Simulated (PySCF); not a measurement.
Vertical excitations of a molecule CH3F3Si from TDDFT-CAM-B3LYP/def2-SVPD (PySCF), as energy in eV (oscillator strength): 7.29 (0.000), 8.16 (0.002), 8.36 (0.009), 8.46 (0.055), 9.40 (0.148), 9.50 (0.048), 9.54 (0.093), 9.84 (0.096), 9.92 (0.007), 10.27 (0.157). Lowest triplet (TDA): 6.82 eV. The structure is a stationary point at PBE-D3(BJ)/def2-SVP. The values are those of a single conformer.

**Question.** Which structure fits?
(A) F[SiH2]C(F)F
(B) FC(F)(F)[SiH3]
(C) C[Si](F)(F)F
(D) FC[SiH](F)F

**Answer.** A, F[SiH2]C(F)F
